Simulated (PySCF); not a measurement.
Molfile (atoms numbered from 1):
```
C10H14O
     RDKit          3D

 25 25  0  0  0  0  0  0  0  0999 V2000
   -4.6745   -0.2295    0.7732 C   0  0  0  0  0  0  0  0  0  0  0  0
   -3.3372    0.4936    0.7556 C   0  0  0  0  0  0  0  0  0  0  0  0
   -2.1471   -0.4545    0.7490 C   0  0  0  0  0  0  0  0  0  0  0  0
   -0.8192    0.2678    0.7194 C   0  0  0  0  0  0  0  0  0  0  0  0
    0.2071   -0.6925    0.7234 O   0  0  0  0  0  0  0  0  0  0  0  0
    1.4931   -0.2871    0.6959 C   0  0  0  0  0  0  0  0  0  0  0  0
    2.4612   -1.3018    0.7002 C   0  0  0  0  0  0  0  0  0  0  0  0
    3.8113   -0.9806    0.6736 C   0  0  0  0  0  0  0  0  0  0  0  0
    4.2237    0.3544    0.6424 C   0  0  0  0  0  0  0  0  0  0  0  0
    3.2613    1.3584    0.6385 C   0  0  0  0  0  0  0  0  0  0  0  0
    1.8989    1.0521    0.6653 C   0  0  0  0  0  0  0  0  0  0  0  0
   -4.7919   -0.8711   -0.1148 H   0  0  0  0  0  0  0  0  0  0  0  0
   -5.5169    0.4782    0.7855 H   0  0  0  0  0  0  0  0  0  0  0  0
   -4.7669   -0.8761    1.6603 H   0  0  0  0  0  0  0  0  0  0  0  0
   -3.2677    1.1629    1.6315 H   0  0  0  0  0  0  0  0  0  0  0  0
   -3.2861    1.1526   -0.1294 H   0  0  0  0  0  0  0  0  0  0  0  0
   -2.1720   -1.1036    1.6406 H   0  0  0  0  0  0  0  0  0  0  0  0
   -2.2000   -1.1274   -0.1236 H   0  0  0  0  0  0  0  0  0  0  0  0
   -0.7233    0.9356    1.5976 H   0  0  0  0  0  0  0  0  0  0  0  0
   -0.7455    0.9047   -0.1833 H   0  0  0  0  0  0  0  0  0  0  0  0
    2.1200   -2.3385    0.7252 H   0  0  0  0  0  0  0  0  0  0  0  0
    4.5534   -1.7830    0.6779 H   0  0  0  0  0  0  0  0  0  0  0  0
    5.2862    0.6053    0.6211 H   0  0  0  0  0  0  0  0  0  0  0  0
    3.5669    2.4075    0.6146 H   0  0  0  0  0  0  0  0  0  0  0  0
    1.1666    1.8596    0.6629 H   0  0  0  0  0  0  0  0  0  0  0  0
  1  2  1  0
  2  3  1  0
  3  4  1  0
  4  5  1  0
  5  6  1  0
  6  7  2  0
  7  8  1  0
  8  9  2  0
  9 10  1  0
 10 11  2  0
 11  6  1  0
  1 12  1  0
  1 13  1  0
  1 14  1  0
  2 15  1  0
  2 16  1  0
  3 17  1  0
  3 18  1  0
  4 19  1  0
  4 20  1  0
  7 21  1  0
  8 22  1  0
  9 23  1  0
 10 24  1  0
 11 25  1  0
M  END
```

Geometry: PBE0-D3(BJ)/def2-SVP; GIAO shifts from PySCF 2.14, gas phase, non-relativistic, averaged over equivalent atoms.

At PBE0/pcSseg-1 (257 basis functions, 2.1 min wall time (4 min CPU) on 2 threads of an Intel Xeon, shared host):
| atoms | δ (ppm) |
| --- | --- |
| C6 | 163.9 |
| C8/C10 | 135.0 |
| C9 | 124.7 |
| C7/C11 | 117.5 |
| C4 | 68.1 |
| C3 | 34.8 |
| C2 | 21.4 |
| C1 | 16.4 |
| O5 | 128.8 |
| H22/H24 | 7.38 |
| H23 | 7.00 |
| H21/H25 | 6.87 |
| H19/H20 | 3.51 |
| H17/H18 | 1.72 |
| H15/H16 | 1.18 |
| H12/H13/H14 | 1.13 |

References, each an isolated molecule treated in the same way: TMS for ¹³C (σref 184.41), ¹H (σref 31.27); ¹⁷O (σref 334.56) against H2O.

Problem. What do these become at KT2/pcSseg-1?

Solution. 
```csv
atoms,δ at KT2/pcSseg-1,change
C6,154.2,-9.7
C8/C10,123.9,-11.1
C9,115.0,-9.7
C7/C11,107.7,-9.8
C4,68.5,+0.4
C3,35.9,+1.1
C2,22.5,+1.1
C1,16.7,+0.3
O5,136.5,+7.7
H22/H24,7.05,-0.33
H23,6.69,-0.31
H21/H25,6.60,-0.27
H19/H20,3.61,+0.10
H17/H18,1.71,-0.01
H15/H16,1.26,+0.08
H12/H13/H14,1.14,+0.01
```

Shifts are taken against calculated references (same method and geometry level): ¹³C (σ = 183.22 ppm), ¹H (σ = 31.18 ppm) vs TMS; ¹⁷O (σ = 330.66 ppm) vs H2O.

The largest change is at C8/C10 (aromatic CH). Cost: 257 basis functions, 2.6 min wall time (5 min CPU) on 2 threads of an Intel Xeon, shared host. The order of the carbon signals is the same at both levels.

The carbons averaged at δ 117.5 differ by 10 ppm in this conformer. Experimental scales use liquid or dissolved standards, which lie at an offset from isolated H2O (liquid H2O: subtract about 36 ppm).
